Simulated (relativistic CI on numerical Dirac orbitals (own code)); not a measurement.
Yb⁴⁺ (4f12) in a crystal field

Calculated by Dirac-Coulomb-Breit CI, orbitals from a KLI potential per configuration, model QED (radiative potential, 1s self-energy scaled to tabulated hydrogen-like ionisation energies), valence Slater integrals scaled by 0.85, one configuration in a parametric crystal field (own radial code).

Field parameters in Wybourne normalisation; cubic f-shell fields have B⁴₄ = √(5/14) B⁴₀ and B⁶₄ = −√(7/2) B⁶₀. The field is a parameter set, without covalency.

S and J are read from ⟨S²⟩ = S(S + 1) and ⟨J²⟩ = J(J + 1) of each level; they are not fictitious spins.

D3d, B20 = 1820, B40 = -1960, B43 = 1400, B60 = 730, B63 = -1050, B66 = -770 cm⁻¹, the lowest 10 levels:

```tsv
E (cm⁻¹)	Degeneracy	Irrep	S	J
0.0	1	A1	0.99	6.00
14.4	2	E	0.99	6.00
67.3	2	E	0.99	5.99
129	1	A1	0.99	5.99
291	1	A2	0.99	5.98
766	2	E	0.99	5.99
981	1	A1	0.99	6.00
1029	1	A2	0.99	6.00
1132	2	E	0.99	6.00
6182	1	A1	0.73	4.00
```

Oh, B40 = -770, B60 = 180 cm⁻¹, the lowest 16 levels:

```tsv
E (cm⁻¹)	Degeneracy	Irrep	S	J
0.0	1	A2	0.99	6.00
36.8	3	T2	0.99	6.00
60.1	2	E	0.99	6.00
228	3	T1	0.99	6.00
233	3	T2	0.99	6.00
251	1	A1	0.99	6.00
6071	1	A1	0.74	4.00
6203	3	T1	0.74	4.00
6300	2	E	0.75	4.00
6363	3	T2	0.75	4.00
9521	3	T2	1.00	5.00
9528	3	T1	1.00	5.00
9659	2	E	1.00	5.00
9669	3	T1	1.00	5.00
14341	2	E	0.91	4.00
14378	3	T1	0.91	4.00
```

Oh, B40 = -540, B60 = 1150 cm⁻¹, the lowest 16 levels:

| E (cm⁻¹) | Degeneracy | Irrep | S | J |
| --- | --- | --- | --- | --- |
| 0.0 | 1 | A2 | 0.99 | 6.00 |
| 262 | 3 | T2 | 0.99 | 6.00 |
| 614 | 1 | A1 | 0.99 | 6.00 |
| 615 | 3 | T1 | 0.99 | 6.00 |
| 623 | 2 | E | 0.99 | 5.99 |
| 973 | 3 | T2 | 0.99 | 6.00 |
| 6172 | 1 | A1 | 0.72 | 4.00 |
| 6585 | 3 | T1 | 0.76 | 4.03 |
| 6674 | 3 | T2 | 0.74 | 4.01 |
| 7039 | 2 | E | 0.76 | 4.01 |
| 9856 | 3 | T2 | 1.00 | 4.99 |
| 10086 | 3 | T1 | 0.99 | 4.98 |
| 10128 | 2 | E | 1.00 | 4.99 |
| 10193 | 3 | T1 | 1.00 | 4.99 |
| 14415 | 2 | E | 0.91 | 4.00 |
| 14777 | 3 | T1 | 0.91 | 3.99 |

The next free-ion level lies 6118 cm⁻¹ above the lowest; the field splits the ground level into components whose J stays near 6 as long as their spread is small against that gap.

Levels of this model without a field, named by their leading LS term: ³H6 0, ³F4 6118, ³H5 9444, ³H4 14273, ³F3 16784, ³F2 17475, ¹G4 23447, ¹D2 32639 cm⁻¹.
